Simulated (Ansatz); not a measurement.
`C[B]([SiH3])[GaH2]` + H₂ → `C[BH][GaH2]` + SiH₄ at 700 K and 1 bar (hydrogenolysis of a B–Si bond).

Calculated with Ansatz (gas phase, PBE0-D4/def2-TZVP geometries, no zero-point term in ΔE). CCSD(T)/CBS is the MP2 limit (def2-TZVPP, def2-QZVPP) plus CCSD(T) − MP2 in def2-TZVPP, frozen cores. This one scheme is used for every species. For Ga outer-core shells are correlated without core-valence functions, which leaves a few kJ/mol of doubt a bond. Scalar relativity is left out up to krypton.

| species | CCSD(T)/CBS energy (Eh) | H − E (kJ/mol) | S (J/(mol·K)) |
| --- | --- | --- | --- |
| `C[B]([SiH3])[GaH2]` | -2280.62864 | 295.7 | 528.4 |
| H₂ | -1.17544 | 46.8 | 155.3 |
| `C[BH][GaH2]` | -1990.35208 | 226.0 | 417.5 |
| SiH₄ | -291.46306 | 115.5 | 252.9 |

H − E and S are ideal-gas, rigid-rotor, harmonic terms from PBE0-D4/def2-TZVP, for one conformer and one mirror image of each species. For small species the MP2-based limit differs from directly extrapolated CCSD(T) by up to some mEh (0.8 for H₂); such offsets cancel only in part. 1 Eh = 2625.50 kJ/mol, R = 8.31446 J/(mol·K).

By hand: ΔE, ΔH, ΔS and ΔG.

ΔE = (-1990.35208) + (-291.46306) − (-2280.62864) − (-1.17544) = -0.01106 Eh = -29.0 kJ/mol. Δ(H − E) = 226.0 + 115.5 − 295.7 − 46.8 = -1.0, so ΔH = -30.0 kJ/mol. ΔS = 417.5 + 252.9 − 528.4 − 155.3 = -13.3 J/(mol·K). ΔG = -30.0 − 700 × (-13.3)/1000 = -20.7 kJ/mol.

By hand: the equilibrium constant, and the temperature at which ΔG would vanish if ΔH and ΔS stayed fixed.

log₁₀ K = −ΔG/(RT ln 10) = 1.5. ΔG = 0 at ΔH/ΔS = 2256 K, though so small a ΔS makes that figure unsure.

The number of gas molecules stays the same, so ΔS is small and ΔH decides. A doubt of 5 kJ/mol in ΔE shifts log₁₀ K by 0.4 here. Other conformers and mirror images would add mixing entropy, several J/(mol·K) or more a flexible species. Modes under 60 cm⁻¹, often nearly free rotors, make the harmonic entropy too high. These are equilibria of isolated gas molecules and say nothing of rates. Largest T1 diagnostic: 0.014 (customary marks: 0.02 for closed shells, 0.045 for open ones).
